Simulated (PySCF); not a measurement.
Shifts of the heteroatoms

Molfile (atoms numbered from 1):
```
C4H10OSi
     RDKit          3D

 16 15  0  0  0  0  0  0  0  0999 V2000
    2.4979   -0.3244    0.3982 C   0  0  0  0  0  0  0  0  0  0  0  0
    1.2326   -0.6324    0.6367 C   0  0  0  0  0  0  0  0  0  0  0  0
   -0.2503    0.1870   -0.2100 Si  0  0  0  0  0  4  0  0  0  0  0  0
   -1.1576    1.3499    0.9853 C   0  0  0  0  0  0  0  0  0  0  0  0
   -1.4051   -1.1827   -0.8640 C   0  0  0  0  0  0  0  0  0  0  0  0
    0.2336    1.1732   -1.4247 O   0  0  0  0  0  0  0  0  0  0  0  0
    2.7656    0.4344   -0.3201 H   0  0  0  0  0  0  0  0  0  0  0  0
    3.3244   -0.7995    0.9059 H   0  0  0  0  0  0  0  0  0  0  0  0
    1.0284   -1.3973    1.3758 H   0  0  0  0  0  0  0  0  0  0  0  0
   -1.5337    0.8112    1.8490 H   0  0  0  0  0  0  0  0  0  0  0  0
   -2.0009    1.8287    0.4982 H   0  0  0  0  0  0  0  0  0  0  0  0
   -0.4957    2.1311    1.3440 H   0  0  0  0  0  0  0  0  0  0  0  0
   -1.8407   -1.7575   -0.0537 H   0  0  0  0  0  0  0  0  0  0  0  0
   -2.2233   -0.7591   -1.4393 H   0  0  0  0  0  0  0  0  0  0  0  0
   -0.8776   -1.8805   -1.5089 H   0  0  0  0  0  0  0  0  0  0  0  0
    0.6948    0.8269   -2.1838 H   0  0  0  0  0  0  0  0  0  0  0  0
  1  2  2  0
  2  3  1  0
  3  4  1  0
  3  5  1  0
  3  6  1  0
  1  7  1  0
  1  8  1  0
  2  9  1  0
  4 10  1  0
  4 11  1  0
  4 12  1  0
  5 13  1  0
  5 14  1  0
  5 15  1  0
  6 16  1  0
M  END
```

Theoretical values (PySCF): shielding tensors at PBE0/pcSseg-1 (GIAO), geometry from GFN2-xTB. Rapidly exchanging positions averaged, in vacuum, one conformer, non-relativistic.

Question: What are the 29Si shifts?

Answer: 
```json
{"atoms": "Si3", "environment": "silicon bonded to 3 C, O", "σ (ppm)": "347.2", "δ (ppm)": "-5.4"}
```

Shieldings were converted by a linear fit to measured shifts: 29Si: δ = 279.94 − 0.822σ (rms 8.9 ppm, 72 shifts, 25.8 ppm with the 6 outliers that the fit left out vs TMS, solution or neat liquid). A few per cent of atoms miss by over 2 rms, more outside the fitted compound classes.

On a 400 MHz spectrometer 29Si resonates near 79.5 MHz, so 1 ppm is 79.5 Hz.

Question: Where does 17O resonate?

Answer: 
| atoms | environment | σ (ppm) | δ (ppm) |
| --- | --- | --- | --- |
| O6 | oxygen bonded to Si, H | 303.6 | -9.9 |

Shieldings were converted by a linear fit to measured shifts: 17O: δ = 266.70 − 0.911σ (rms 10.7 ppm, 155 shifts, 12.2 ppm with the 3 outliers that the fit left out vs liquid water, solution or neat liquid). Occasional misses reach two or three times the rms, and more in compound classes unlike the fitted ones.

On a 600 MHz spectrometer 17O resonates near 81.3 MHz, so 1 ppm is 81.3 Hz.
